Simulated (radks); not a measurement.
Task: Neutral gallium is in [Ar] 3d10 4s2 4p1. All-electron calculation, scalar-relativistic Kohn-Sham, PBE, spin-polarised, spherical densities, finite nucleus; Fermi nuclear charge, rms radius of each element as measured or else 0.836 A^(1/3) + 0.57 fm. Program: a radial shooting solver on a logarithmic mesh with Libxc functionals. Open shells are filled with parallel spins first. One electron is removed from 3d, 4p, 3p, 4s in turn, with full relaxation. Which removal costs least, and what does each cost?

Result: 4p 5.873 eV; 4s 12.235 eV; 3d 27.272 eV; 3p 107.71 eV. The 4p electron leaves first.
